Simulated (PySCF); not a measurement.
# Working out the excitation energy of K

K [Ar] 4s1 (2S) → K [Ar] 3d1 (2D). All numbers are calculated (PySCF 2.14, the spin-free X2C one-electron Hamiltonian (Gaussian nucleus), in aug-cc-pwCVTZ-X2C with one added diffuse shell each of s, p, d, f type (10s9p7d4f, 100 functions)). Frozen: [Ne]. Energies in hartree (1 hartree = 27.21139 eV):

```csv
part,K (lower),K (upper)
UHF,-601.464346,-601.374258
CCSD correlation,-0.220255,-0.212335
(T),-0.005367,-0.004686
```

Task: What does Hartree-Fock give?

Result: (-601.374258) − (-601.464346) = 0.090088 hartree = 2.451 eV.

Task: What do CCSD and CCSD(T) give?

Result: The CCSD correlation energies differ by 0.007920 hartree = 0.216 eV and the triples by 0.000681 hartree = 0.019 eV, so CCSD gives 2.667 eV and CCSD(T) 2.686 eV.

Measured between the centres of the two terms (NIST): 2.670 eV, so CCSD(T) (valence and next inner shell) is off by 0.016 eV.

What remains against the reference includes basis incompleteness, the frozen core and higher excitations.
